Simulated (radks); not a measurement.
Values are calculated unless marked as measured or tabulated.
Excited configurations of Nb XX: one electron is placed in a higher orbital outside [Ar] 3d3. The ground configuration is [Ar] 3d4. Code: a radial shooting solver on a logarithmic mesh with Libxc functionals. Model: Dirac Kohn-Sham, PBE, spin-unpolarised, spherical densities, point nucleus; open shells are shared between the two j in proportion to 2j + 1. Excitation = E - E(ground); binding = E(ion) - E, where the ion is the core of charge +20; n* = 20/sqrt(2 binding) in atomic units. These energies are relativistic, and a one-electron ion of charge +20 with no core already has n* below n in this formula (Dirac formula, point nucleus, mean over j: 4p 3.995, 4f 3.999, 5p 4.994, 5f 4.999, 6p 5.994, 6d 5.997, 6f 5.998, 7s 6.990, 7d 6.997). Eigenvalue and <r> are those of j = l + 1/2.

outer orbital,excitation (eV),binding (eV),n*,<r> (bohr)
4p,354.61,458.38,3.446,0.8601
4f,452.66,360.32,3.886,0.8166
5p,538.55,274.43,4.453,1.457
5f,582.98,230.00,4.864,1.472
6p,630.01,182.97,5.454,2.200
6d,642.79,170.19,5.655,2.263
6f,653.99,158.99,5.851,2.268
7s,676.83,136.15,6.322,3.010
7d,689.87,123.11,6.649,3.182

The Delta-SCF ionisation energy is 812.98 eV (NIST Atomic Spectra Database: 816 eV, theoretical). Self-interaction in the functional shifts the binding energies and quantum defects, so they are the method's values and not measured ones. Spin polarisation and multiplet splitting are left out, so open shells lie too high by an amount that depends on their filling. Sharing an open shell by 2j + 1 raises it above the true ground level by a part of the spin-orbit splitting, which enters the differences from NIST.

Beside tabulated values, note that spin-unpolarised runs miss the spin-polarisation part of the exchange energy of open shells.
